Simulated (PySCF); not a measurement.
# Correlation energy of Fe⁺ (iron, charge +1)

[Ar] 3d6 4s1, high-spin 6D determinant. Calculation: PySCF 2.14, in aug-cc-pVTZ-DK; scalar relativity by spin-free X2C-1e. Frozen: [Ar]; 7 electrons correlated.

| level | correlation energy (mhartree) |
| --- | --- |
| CCSD | -151.50 |
| (T) | -3.69 |
| CCSD(T) | -155.19 |

Diagnostics: T1 = 0.011, D1 = 0.0261, largest double amplitude 0.025.

Cost of the coupled-cluster step: roughly 30 core-seconds, for 7 correlated electrons.
